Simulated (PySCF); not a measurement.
C4H8OSi, SMILES C1(C[SiH](C)C1)=O.

Coordinates come from a PBE-D3(BJ)/def2-SVP optimisation. The structure was generated by enumeration, and PubChem lists no compound with its InChIKey, so it may never have been made.

The numbers are results of PySCF with PBE-D3(BJ)/def2-SVP, not measurements.

Frequencies are harmonic and unscaled.

Problem. Estimate the vibrational spectrum. (An estimate is asked for; the answer gives what the named calculation found.)

Solution. 
```json
[
 {"mode": "1", "ν (cm⁻¹)": "84", "IR (km/mol)": "3.0", "moving atoms (share of kinetic energy)": "C 38 %, O 37 %, H 18 %"},
 {"mode": "2", "ν (cm⁻¹)": "150", "IR (km/mol)": "0.0", "moving atoms (share of kinetic energy)": "H 87 %"},
 {"mode": "3", "ν (cm⁻¹)": "166", "IR (km/mol)": "0.9", "moving atoms (share of kinetic energy)": "H 42 %, C 37 %, Si 13 %"},
 {"mode": "4", "ν (cm⁻¹)": "205", "IR (km/mol)": "1.2", "moving atoms (share of kinetic energy)": "C 35 %, H 28 %, Si 28 %, O 9 %"},
 {"mode": "5", "ν (cm⁻¹)": "371", "IR (km/mol)": "3.0", "moving atoms (share of kinetic energy)": "H 50 %, C 25 %, O 14 %, Si 11 %"},
 {"mode": "6", "ν (cm⁻¹)": "450", "IR (km/mol)": "2.0", "moving atoms (share of kinetic energy)": "H 47 %, O 26 %, C 25 %"},
 {"mode": "7", "ν (cm⁻¹)": "507", "IR (km/mol)": "1.1", "moving atoms (share of kinetic energy)": "H 56 %, C 29 %, O 12 %"},
 {"mode": "8", "ν (cm⁻¹)": "520", "IR (km/mol)": "7.4", "moving atoms (share of kinetic energy)": "C 55 %, H 21 %, Si 19 %"},
 {"mode": "9", "ν (cm⁻¹)": "599", "IR (km/mol)": "6.2", "moving atoms (share of kinetic energy)": "C 55 %, H 23 %, Si 20 %"},
 {"mode": "10", "ν (cm⁻¹)": "603", "IR (km/mol)": "1.1", "moving atoms (share of kinetic energy)": "H 89 %, C 10 %"},
 {"mode": "11", "ν (cm⁻¹)": "685", "IR (km/mol)": "1.6", "moving atoms (share of kinetic energy)": "C 48 %, H 31 %, O 18 %"},
 {"mode": "12", "ν (cm⁻¹)": "690", "IR (km/mol)": "6.5", "moving atoms (share of kinetic energy)": "H 77 %, C 21 %"},
 {"mode": "13", "ν (cm⁻¹)": "713", "IR (km/mol)": "25.3", "moving atoms (share of kinetic energy)": "C 38 %, Si 32 %, H 29 %"},
 {"mode": "14", "ν (cm⁻¹)": "761", "IR (km/mol)": "22.8", "moving atoms (share of kinetic energy)": "H 71 %, C 21 %, Si 8 %"},
 {"mode": "15", "ν (cm⁻¹)": "818", "IR (km/mol)": "70.6", "moving atoms (share of kinetic energy)": "C 51 %, H 37 %, Si 10 %"},
 {"mode": "16", "ν (cm⁻¹)": "841", "IR (km/mol)": "29.1", "moving atoms (share of kinetic energy)": "H 51 %, C 45 %"},
 {"mode": "17", "ν (cm⁻¹)": "873", "IR (km/mol)": "3.3", "moving atoms (share of kinetic energy)": "H 98 %"},
 {"mode": "18", "ν (cm⁻¹)": "882", "IR (km/mol)": "100.2", "moving atoms (share of kinetic energy)": "H 61 %, C 26 %, Si 13 %"},
 {"mode": "19", "ν (cm⁻¹)": "995", "IR (km/mol)": "34.6", "moving atoms (share of kinetic energy)": "H 63 %, C 37 %"},
 {"mode": "20", "ν (cm⁻¹)": "1042", "IR (km/mol)": "53.6", "moving atoms (share of kinetic energy)": "H 56 %, C 42 %"},
 {"mode": "21", "ν (cm⁻¹)": "1075", "IR (km/mol)": "4.1", "moving atoms (share of kinetic energy)": "H 65 %, C 27 %"},
 {"mode": "22", "ν (cm⁻¹)": "1101", "IR (km/mol)": "106.2", "moving atoms (share of kinetic energy)": "C 78 %, H 17 %"},
 {"mode": "23", "ν (cm⁻¹)": "1217", "IR (km/mol)": "14.1", "moving atoms (share of kinetic energy)": "H 79 %, C 21 %"},
 {"mode": "24", "ν (cm⁻¹)": "1316", "IR (km/mol)": "26.6", "moving atoms (share of kinetic energy)": "H 89 %, C 11 %"},
 {"mode": "25", "ν (cm⁻¹)": "1336", "IR (km/mol)": "9.7", "moving atoms (share of kinetic energy)": "H 90 %, C 9 %"},
 {"mode": "26", "ν (cm⁻¹)": "1379", "IR (km/mol)": "2.6", "moving atoms (share of kinetic energy)": "H 96 %"},
 {"mode": "27", "ν (cm⁻¹)": "1382", "IR (km/mol)": "6.0", "moving atoms (share of kinetic energy)": "H 96 %"},
 {"mode": "28", "ν (cm⁻¹)": "1796", "IR (km/mol)": "272.3", "moving atoms (share of kinetic energy)": "C 63 %, O 36 %"},
 {"mode": "29", "ν (cm⁻¹)": "2176", "IR (km/mol)": "104.6", "moving atoms (share of kinetic energy)": "H 97 %"},
 {"mode": "30", "ν (cm⁻¹)": "2977", "IR (km/mol)": "1.8", "moving atoms (share of kinetic energy)": "H 97 %"},
 {"mode": "31", "ν (cm⁻¹)": "2983", "IR (km/mol)": "0.0", "moving atoms (share of kinetic energy)": "H 94 %"},
 {"mode": "32", "ν (cm⁻¹)": "2989", "IR (km/mol)": "1.2", "moving atoms (share of kinetic energy)": "H 94 %"},
 {"mode": "33", "ν (cm⁻¹)": "3077", "IR (km/mol)": "1.1", "moving atoms (share of kinetic energy)": "H 91 %, C 9 %"},
 {"mode": "34", "ν (cm⁻¹)": "3080", "IR (km/mol)": "2.2", "moving atoms (share of kinetic energy)": "H 91 %, C 9 %"},
 {"mode": "35", "ν (cm⁻¹)": "3095", "IR (km/mol)": "0.9", "moving atoms (share of kinetic energy)": "H 91 %, C 9 %"},
 {"mode": "36", "ν (cm⁻¹)": "3097", "IR (km/mol)": "1.6", "moving atoms (share of kinetic energy)": "H 91 %, C 9 %"}
]
```
